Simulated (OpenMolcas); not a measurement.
**neutral tellurium: effect of the level shift or regulariser**

- Program: OpenMolcas
- Basis: ANO-R3 [8s7p5d4f3g2h]
- Scalar Hamiltonian: X2C, finite nucleus
- Active space: 4 electrons in 3 orbitals (5p)
- State averaging: 2S+1 = 3 even, 3 roots; 2S+1 = 1 even, 6 roots
- Spin-orbit coupling: state interaction with AMFI integrals over the reference wave functions, term energies averaged over their components

Methods on the same reference wave functions:
A. CASSCF
B. SS-CASPT2, IPEA 0.25 Eh, imaginary shift 0.1 Eh (closed shells correlated: 4d 5s)
C. SS-CASPT2, IPEA 0.25 Eh, imaginary shift 0.3 Eh (closed shells correlated: 4d 5s)

Energies in cm⁻¹ above 5s² 5p⁴ ³P₂, the measured ground level; measured values from NIST Handbook of Basic Atomic Spectroscopic Data.

| Level | A | B | C | Measured |
| --- | --- | --- | --- | --- |
| 5s² 5p⁴ ³P₂ | 0.0 | 0.0 | 0.0 | 0.0 |
| 5s² 5p⁴ ³P₁ | 4175 | 4300 | 4300 | 4751 |
| 5s² 5p⁴ ³P₀ | 4744 | 4540 | 4540 | 4706 |
| 5s² 5p⁴ ¹D₂ | 12335 | 10260 | 10270 | 10558 |
| 5s² 5p⁴ ¹S₀ | 27031 | 22750 | 22770 | 23198 |

Deviations, from unrounded energies. A percentage is the sum of absolute deviations over the sum of measured energies, with the sign that they share, or ± where signs differ.

```csv
Against measurement,Levels,A,B,C
mean absolute deviation (cm-1),4,1600,340,330
fine structure of the ground term (%),2,±6.5,-6.5,-6.5
other terms of the ground configuration (%),2,+16.6,-2.2,-2.1
```

B, C lie about equally close to measurement and A furthest from it. The largest miss of C in the table is 5s² 5p⁴ ³P₁, by -450 cm-1. The ranking rests on the paired levels alone, and a cruder setting can come out closer through cancelling errors.

Between B and C the level of the table that moves most is 5s² 5p⁴ ¹S₀, by 14 cm-1 (lowest in B, highest in C). Moves below CASPT2's spread within the term are not significant.

The two smallest mean deviations differ by little beside CASPT2's spread within terms, so their order carries little weight.

From A to B the spin-free energies of the other terms of 5s² 5p⁴ shown, above ³P, scale by factors of 0.75 to 0.80.

The lowest spin-free term lies below A's lowest term by 0.643 hartree in B, 0.643 hartree in C.

CASPT2 does not keep the components of a term degenerate, so their means are used; among the terms shown or strongly mixed into the levels shown the widest spread is 190 cm-1 (5s² 5p⁴ ¹D, B). With the s shell closed, the reference lacks s² → p² mixing. Measured partners are found by configuration, term and J. A level has none where our copy of the source lacks it or the pairing is in doubt (some pairs that miss far off the trend of their configuration count as doubtful), and it then counts in no deviation. Only configurations of the active space appear.
